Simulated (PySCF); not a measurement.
A species of formula C3H10BN has this rotational fingerprint, computed with PySCF 2.14.0, PBE0-D3(BJ)/def2-SVP geometry optimisation, gas phase:

- Rotational constants: A = 17642, B = 2154, C = 2131 MHz
- Dipole components: |μa| = 1.91 D, |μb| = 0.86 D, |μc| = 0.92 D
- Inertial defect: -26.10 u·Å²
- κ: -1.00

Problem. Which structure is it? (One computed conformer of each.)
A. `CNB(C)C`
B. `[BH2:1][NH:2][CH2:3][CH2:4][CH3:5]` with B1–N2–C3–C4 -115°, N2–C3–C4–C5 180°

Solution. B. It is BNCCC, a near-prolate asymmetric top, point group C1. The candidates at the same level (rigid rotor, commonest isotopes):

```csv
SMILES,A (MHz),B (MHz),C (MHz),μa (D),μb (D),μc (D),Δ (u·Å²),point group,rotor
BNCCC,17642,2154,2131,1.91,0.86,0.92,-26.10,C1,near-prolate asymmetric top
CNB(C)C,7124,3459,2435,1.29,0.64,0.00,-9.45,Cs,asymmetric top
```

`CNB(C)C` has B 61 % too high. No structure here is proved a minimum.
